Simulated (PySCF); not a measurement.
## Electronic absorption of SnH2Me(NHiPr)

SnH2Me(NHiPr), C4H13NSn.
Bonds: Sn1–C4, Sn1–N8, N8–C9, C9–C10, C9–C11. Hydrogens: H2, H3 on Sn1; H5, H6, H7 on C4; H12 on N8; H13 on C9; H14, H15, H16 on C10; H17, H18, H19 on C11.

Computed with TDDFT wB97X-D/def2-SVPD, vertical, gas phase, core orbitals frozen in the response, def2 core potentials past Kr in PySCF 2.14.0, density-fitted response routines. The structure is a single PBE0-D3(BJ)/def2-SVP conformer in the gas phase; no vibrational or solvent corrections. Spin–orbit coupling is left out.

```tsv
state	E (eV)	ν̃ (cm⁻¹)	f	|μ| (D)	main configurations (H = HOMO, L = LUMO)
S1	5.74	46330	0.036	1.28	H→L+2 (61%), H→L+1 (27%)
S2	6.15	49580	0.016	0.82	H→L (84%)
S3	6.42	51790	0.0059	0.49	H→L+1 (60%), H→L+2 (28%)
S4	6.85	55290	0.022	0.93	H→L+3 (68%), H→L+7 (10%)
S5	7.35	59310	0.024	0.93	H→L+5 (65%), H→L+4 (22%)
S6	7.54	60780	0.011	0.62	H→L+4 (39%), H→L+5 (19%), H→L+6 (13%)
S7	7.68	61940	0.026	0.95	H→L+6 (69%), H→L+4 (16%)
S8	7.82	63050	0.064	1.47	H-1→L (64%), H-1→L+1 (26%)
S9	7.93	63990	0.017	0.74	H→L+7 (38%), H-1→L+2 (18%)
S10	7.97	64310	0.022	0.86	H-1→L+2 (36%), H→L+7 (23%), H-1→L (10%)
```

Triplets, Tamm–Dancoff:

```csv
state,E (eV),λ (nm),"main configurations (H = HOMO, L = LUMO)"
T1,5.23,236.9,"H→L+2 (58%), H→L+1 (15%), H→L (9%)"
T2,6.02,205.9,"H→L (66%), H→L+1 (12%)"
T3,6.36,195.1,"H→L+1 (61%), H→L+2 (23%)"
T4,6.71,184.8,"H→L+3 (67%), H→L+7 (10%)"
```

The lowest singlet lies at 5.74 eV (216 nm, ultraviolet) and is of moderate strength; its leading configuration is HOMO→LUMO+2 (61%). The most intense listed level is S8 at 7.82 eV (159 nm, f = 0.064), 2.07 eV above S1. Löwdin shares by element: HOMO nitrogen 59%, carbon 17% or more, tin 8% (atoms not listed hold the other 17%); LUMO tin 55%, hydrogen 18% or more, carbon 7% or more (atoms not listed hold the other 20%). The listed states span 2.23 eV, and the widest gap between neighbours is 0.50 eV (S4 to S5). Orbital energies (eV): HOMO-3 -10.82, HOMO-2 -10.45, HOMO-1 -10.17, HOMO -8.16, LUMO 1.75, LUMO+1 2.08, LUMO+2 2.18. Only the lowest 10 singlets were computed, as vertical energies without vibronic structure.
